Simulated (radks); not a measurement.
Results of a calculation; reference values are marked as such.
Q: These are the eigenvalues of the occupied orbitals of an atom or ion with whole-number occupations (eV). Level of theory: Dirac Kohn-Sham, exchange-only PBE, spin-unpolarised, spherical densities, finite nucleus; Fermi nuclear charge, rms radius of each element as measured or else 0.836 A^(1/3) + 0.57 fm (a radial shooting solver on a logarithmic mesh with Libxc functionals).

1s1/2: -44210.62
2s1/2: -10715.18

Which element is it, and in what charge state? The configuration may be excited. Open shells, if any, fill j = l - 1/2 first.

A: Z = 57, lanthanum, charge +53: La53+ in [He] 2s2. The 1s level, -1624.7 hartree, gives Z - s = 57.0 by -(Z - s)^2/2, which with screening and relativity narrows Z to a few neighbours, and the depths must fix Z and the occupations together.
